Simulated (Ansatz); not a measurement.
C2H5NOSi can be A, `[SiH3]C1=NCO1`, or B, `CO[SiH2]C#N`.

Isolated molecules relaxed with PBE0-D4/def2-TZVP in Ansatz; ΔE leaves out vibrations. CCSD(T)/CBS adds triple-zeta CCSD(T) − MP2 to the extrapolated MP2 energy (def2 sets, frozen cores). Functionals use def2-TZVPP. B3LYP here is the variant with VWN-RPA as its local correlation; programs differ in this. Each species was taken in one conformer, which may not be the lowest.

(1) Which is lower in electronic energy at CCSD(T)/CBS, and by how much? (Estimate.)

(2) Give E(B) − E(A) in kcal/mol with B3LYP, PBE0-D4, B3LYP-D4, CCSD(T)/def2-TZVPP, PBE-D4, r2SCAN-D4, MP2/def2-TZVPP. (Estimate.)

Largest T1 diagnostic: 0.015.

## Answers

(1) Ansatz gave: B, by 60.7 kcal/mol.

(2) The calculation gave: B3LYP -59.7, PBE0-D4 -51.3, B3LYP-D4 -59.5, CCSD(T)/def2-TZVPP -60.8, PBE-D4 -48.8, r2SCAN-D4 -54.8, MP2/def2-TZVPP -63.2. None reverses the order clearly.

In def2-TZVPP, CCSD(T) changes the Hartree–Fock value by +9.2 kcal/mol (the triples alone add +1.8 kcal/mol) and MP2 by +6.7 kcal/mol. From PBE to PBE0 (25 % exact exchange), in def2-TZVPP and without D4, E(B) − E(A) moves by −2.4 kcal/mol.
